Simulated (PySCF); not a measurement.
B3LYP has the VWN-RPA correlation part, as in Gaussian. Delta-SCF ions had no search for a lower state. Excitations are Tamm–Dancoff values on a coarser integration grid. The basis has no diffuse functions, so Rydberg states are missing or too high.

Cartesian coordinates (Å):
SMILES: C1C=C1N
```xyz
9

N      1.5500     0.0585     0.3042
C      0.2050     0.1391     0.1461
C     -0.9512     0.6655     0.3965
C     -0.9417    -0.5961    -0.4450
H      2.0266     0.8794     0.6427
H      2.0561    -0.4652    -0.3902
H     -1.5690     1.3995     0.8754
H     -1.1203    -0.5384    -1.5211
H     -1.2525    -1.5483    -0.0085
```
Charge 0, multiplicity 1.

Give the brightest of the four lowest singlets (TDA), HOMO and vertical ionisation energy (Delta-SCF) at the level PySCF with B3LYP-D3(BJ)/def2-TZVP.


The brightest of the four lowest singlets (TDA) is 6.64 eV and the HOMO comes out as -5.66 eV. The vertical ionisation energy (Delta-SCF) is 8.10 eV.
